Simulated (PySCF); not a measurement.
A GIAO shielding run with PySCF (density fitting, non-relativistic, gas phase) on SMILES N(/C(=P\C#CC)CC)(C)C, C8H14NP:

```
$ OMP_NUM_THREADS=1 python probes_run.py task.json out

{"job": {"kind": "nmr", "xc": "PBE0", "basis": "pcSseg-1"}, "charge": 0, "multiplicity": 1}
C      4.417262    -0.180978    -0.859522
C      3.162389     0.457312    -0.523930
C      2.073236     0.892063    -0.231353
P      0.664498     1.888984     0.093724
C     -0.665219     0.812216    -0.010516
C     -2.003836     1.506490     0.038304
C     -2.782281     1.147145     1.303737
N     -0.655461    -0.548960    -0.071228
C      0.412885    -1.340216     0.476111
C     -1.693189    -1.328602    -0.695673
H      5.191529     0.122103    -0.153806
H      4.726690     0.106161    -1.865365
H      4.311416    -1.266251    -0.820896
H     -2.607470     1.276020    -0.843832
H     -1.820198     2.583967     0.028042
H     -3.003053     0.083753     1.341247
H     -2.199281     1.407397     2.184438
H     -3.721449     1.694854     1.335937
H      0.983256    -0.749443     1.188929
H      1.093293    -1.704784    -0.299878
H     -0.017715    -2.201185     0.995525
H     -2.338638    -0.705375    -1.307151
H     -2.307141    -1.851368     0.047438
H     -1.233260    -2.081537    -1.342726
```

Hardware: 1 thread of an Arm Neoverse V2, shared host. The job also computes population analyses, field gradients.

(1) How large is the calculation?

(2) How long does it take, and how much memory does it need?

## Answers

(1) 84 electrons, 247 basis functions and 1293 auxiliary functions.

(2) 52 s of wall time, with 14 SCF cycles and 5 response iterations; peak memory 1.2 GiB. Times on a shared host scatter by some tens of per cent.
